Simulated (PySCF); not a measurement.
InF₂, SMILES [F][In+][F], charge +1. Geometry optimised at PBE0-D3(BJ)/def2-TZVP. The multiplicity is an assumed one; other spin states were not compared. The isomer is the one that the SMILES or the coordinates give; other isomers of the formula were not compared. The def2 effective core potentials stand for the cores of In; spin–orbit coupling is left out.

Method: PBE0-D3(BJ)/def2-TZVP (PySCF 2.14.0).

Harmonic wavenumbers (cm⁻¹): 146, 146, 659, 784. Rotational constants (GHz): 3.919 (linear); symmetry number 2.

Question: Work out the zero-point energy and the ideal-gas rigid-rotor harmonic-oscillator thermochemistry at 298.15 K and 1 atm.

Answer: ZPE = ½ Σ hcν = ½ × 1735 cm⁻¹ = 2.48 kcal/mol. H − E(el) = 5.50 kcal/mol. Entropy in cal/(mol K): translation 40.98, rotation 15.25, vibration 6.02, total 62.25. G − E(el) = -13.06 kcal/mol. Cp = 12.36 cal/(mol K). Modes under 150 cm⁻¹ make the vibrational entropy uncertain.
